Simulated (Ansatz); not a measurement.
Compare A (`C1O[CH2][AlH][O]1`) with its isomer B (`C=C[O][AlH][OH]`).

Isolated molecules relaxed with PBE0-D4/def2-TZVP in Ansatz; ΔE leaves out vibrations. CBS: MP2 limit from def2 TZ/QZ plus the TZ coupled-cluster correction, frozen cores. DFT in def2-TZVPP. B3LYP here is the variant with VWN-RPA as its local correlation; programs differ in this. Each species was taken in one conformer, which may not be the lowest.

**Question.** Which isomer does CCSD(T)/CBS put lower? Give the gap. (An estimate is asked.)

**Answer.** The calculation gave: B, by 45.9 kcal/mol.

**Question.** Give E(B) − E(A) in kcal/mol with MP2/def2-TZVPP, PBE0-D4, PBE-D4, CCSD/def2-TZVPP, B3LYP, r2SCAN-D4, CCSD(T)/def2-TZVPP. (An estimate is asked.)

**Answer.** The calculation gave: MP2/def2-TZVPP -46.1, PBE0-D4 -40.4, PBE-D4 -40.5, CCSD/def2-TZVPP -45.5, B3LYP -47.0, r2SCAN-D4 -43.6, CCSD(T)/def2-TZVPP -45.0. None reverses the order clearly.

Largest T1 diagnostic: 0.014.

In def2-TZVPP, CCSD(T) changes the Hartree–Fock value by +5.0 kcal/mol (the triples alone add +0.5 kcal/mol) and MP2 by +3.8 kcal/mol. The D4 term adds +0.8 kcal/mol with B3LYP and +0.4 kcal/mol with PBE0; it sums over pairs of atoms, weighted by their polarisabilities, and B3LYP, whose exchange is more repulsive, gets the larger term.
